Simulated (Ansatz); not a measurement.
Reaction (formal exchange of groups at the Si–C bond): `C=C=C([SiH3])[SiH3]` + `N[CH2][GeH3]` → `N[CH2][GeH2][SiH3]` + `C=C=C[SiH3]`

Calculated with Ansatz (gas phase, PBE0-D4/def2-TZVP geometries, no zero-point term in ΔE). CBS: MP2 limit from def2 TZ/QZ plus the TZ coupled-cluster correction, frozen cores. Functionals use def2-TZVPP. For Ge outer-core shells are correlated without core-valence functions, which leaves a few kJ/mol of doubt a bond. Scalar relativity is left out up to krypton. Each species was taken in one conformer, which may not be the lowest.

```
              species  PBE-D4 energy (Eh)
`C=C=C([SiH3])[SiH3]`          -697.65580
       `N[CH2][GeH3]`         -2173.64713
 `N[CH2][GeH2][SiH3]`         -2464.20791
        `C=C=C[SiH3]`          -407.09847
```

Work out ΔE.

ΔE = (-2464.20791) + (-407.09847) − (-697.65580) − (-2173.64713) = -0.00345 Eh = -9.1 kJ/mol. CCSD(T)/CBS gives -0.7 kJ/mol.

Largest T1 diagnostic among the species: 0.013.

The D4 term adds +3.0 kJ/mol with B3LYP and +1.5 kJ/mol with PBE0; it sums over pairs of atoms, weighted by their polarisabilities, and B3LYP, whose exchange is more repulsive, gets the larger term. From PBE to PBE0 (25 % exact exchange), in def2-TZVPP and without D4, ΔE moves by +3.0 kJ/mol.

B3LYP here is the variant with VWN-RPA as its local correlation; programs differ in this.
